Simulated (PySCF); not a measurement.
CH4OZn, charge +1, doublet, geometry from GFN2-xTB (such geometries of metal compounds can be far from the true shape) (a state made from the parent by changing its charge; the spin is typed, not shown lowest).

PySCF was given this input:
```python
from pyscf import gto, scf, dft

mol = gto.Mole()
mol.atom = '''
    Zn   -0.01607811    0.02327576    0.23724981
    C    -0.17205624    1.60158829   -1.11531859
    H    -0.94121999    2.27474960   -0.73755294
    H    -0.45181182    1.03996775   -2.01019343
    H     0.82839982    2.03582431   -1.14030436
    O     0.22773997   -1.68299884    0.29322262
    H     0.25739310   -2.19435339    1.11668716
'''
mol.basis = '6-31g*'
mol.charge = 1
mol.spin = 1
mol.verbose = 3
mol.build()

mf = dft.UKS(mol)
mf.xc = 'b3lyp'
mf.kernel()
```

Problem. What is the computed <S^2> (B3LYP/6-31G* run with PySCF)?

Solution. 0.767

Problem. What total energy does B3LYP/6-31G* give?

Solution. -1894.497099 Ha

Problem. Estimate the Mulliken (on the basis functions themselves) charges in atom order that B3LYP/6-31G* returns for this input.

Solution. Zn1 0.96, C2 -0.64, H3 0.29, H4 0.29, H5 0.29, O6 -0.67, H7 0.48

Problem. What HOMO energy does B3LYP/6-31G* give?

Solution. -13.86 eV

These values belong to the state on which the SCF converged, which isn't shown to be the lowest.

Problem. Roughly what does it cost on one core?

Solution. around 24 core-seconds (rough).
